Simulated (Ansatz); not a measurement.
Start from `C=C1C[SiH]1[SiH3]` and change one atom or group to get `C=C1C[SiH2]1`.

Ansatz, PBE0-D4/def2-TZVP geometries, multiplicity 1. 

| property | `C=C1C[SiH]1[SiH3]` |
| --- | --- |
| size of the dipole moment (B3LYP/def2-TZVPP) / D | 0.22 |
| HOMO energy (ωB97M-V/def2-TZVPP) / eV | -9.35 |
| ideal-gas entropy at 298 K and 1 bar (rigid rotor, harmonic PBE0-D4/def2-TZVP) / J/(mol·K) | 361 |
| zero-point energy (PBE0-D4/def2-TZVP) / kJ/mol | 239.9 |
| HOMO–LUMO gap (PBE/def2-TZVPP) / eV | 4.48 |
| HOMO–LUMO gap (B3LYP/def2-TZVPP) / eV | 6.18 |

Question: Give the same properties after the change, and the shifts. (Estimate.)

Answer: Computed: 
```csv
property,`C=C1C[SiH2]1`,shift
size of the dipole moment (B3LYP/def2-TZVPP) / D,0.22,0.00
HOMO energy (ωB97M-V/def2-TZVPP) / eV,-9.46,-0.11
"ideal-gas entropy at 298 K and 1 bar (rigid rotor, harmonic PBE0-D4/def2-TZVP) / J/(mol·K)",297,-64
zero-point energy (PBE0-D4/def2-TZVP) / kJ/mol,194.5,-45.4
HOMO–LUMO gap (PBE/def2-TZVPP) / eV,4.57,0.09
HOMO–LUMO gap (B3LYP/def2-TZVPP) / eV,6.32,0.14
```

With PBE0 the HOMO falls by 0.09 eV and the LUMO rises by 0.07 eV, so the gap widens by about 0.16 eV. PBE moves the HOMO by -0.05 eV and ωB97M-V by -0.11 eV. The zero-point energy changes by -45.4 kJ/mol with -9 modes. Dipoles are sizes alone; their direction can turn.

B3LYP here is the variant with VWN-RPA as its local correlation; programs differ in this.
